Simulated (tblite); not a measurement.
A tight-binding relaxation on `N#C[SiH2]C[C@H]([SiH3])[SiH2]F`.

Computed with GFN2-xTB geometry optimisation, gas phase (tblite 0.8.0). Start geometry: from a force field or distance geometry. The input is one job of a driver script: a line of settings, then coordinates in Å.

Command:
```bash
OMP_NUM_THREADS=1 python probes_run.py task.json out
```

Input:
```
{"job": {"kind": "relax", "xc": "GFN2-xTB", "basis": "xTB"}, "charge": 0, "multiplicity": 1}
N      4.159100     0.451900     1.359000
C      3.285600    -0.084700     0.760300
Si     1.947600    -0.921900    -0.120300
C      0.630800     0.331200    -0.552300
C     -0.777500    -0.184100    -0.442700
Si    -1.864800     1.287700    -0.932100
Si    -1.276100    -0.673400     1.269100
F     -0.927600    -2.289000     1.614700
H      1.473200    -2.062200     0.650100
H      2.517500    -1.390800    -1.406500
H      0.742900     1.268500     0.057100
H      0.800100     0.639600    -1.592000
H     -0.985600    -1.020300    -1.133900
H     -1.302200     2.435800    -0.225300
H     -1.635700     1.509700    -2.366700
H     -3.271000     1.041400    -0.581800
H     -2.758300    -0.549300     1.318000
H     -0.766600     0.216400     2.313700
```

Output:
```
step      E/eV     max force
  0    -662.50761    5.940
  1    -661.81081   20.447
  2    -662.77588    1.519
  3    -662.80948    0.566
  4    -662.85126    0.874
  5    -662.87627    1.097
  6    -662.92224    0.729
  7    -662.94184    0.314
  8    -662.95472    0.372
  9    -662.96421    0.433
... (111 lines left out)
121    -663.09396    0.044
122    -663.09410    0.028
123    -663.09429    0.037
124    -663.09455    0.053
125    -663.09476    0.059
126    -663.09493    0.041
127    -663.09506    0.043
128    -663.09515    0.022
129    -663.09520    0.023
130    -663.09523    0.009
```

«max force» is the largest atomic force in eV/Å.

Problem. From which step on does the largest force stay under 0.1 eV/Å, and how much energy is left to gain from there?

Solution. From step 117 (0.091 eV/Å), 2.2 meV above the end.

In short: energy lowered by 13.6 kcal/mol over 130 steps; largest atomic force 0.009 eV/Å at the end.

Time: 2.1 s. Hardware: an Arm Neoverse N1 with one thread, shared host.
Labels such as C1 count atoms from 1, the log's own numbers from 0.
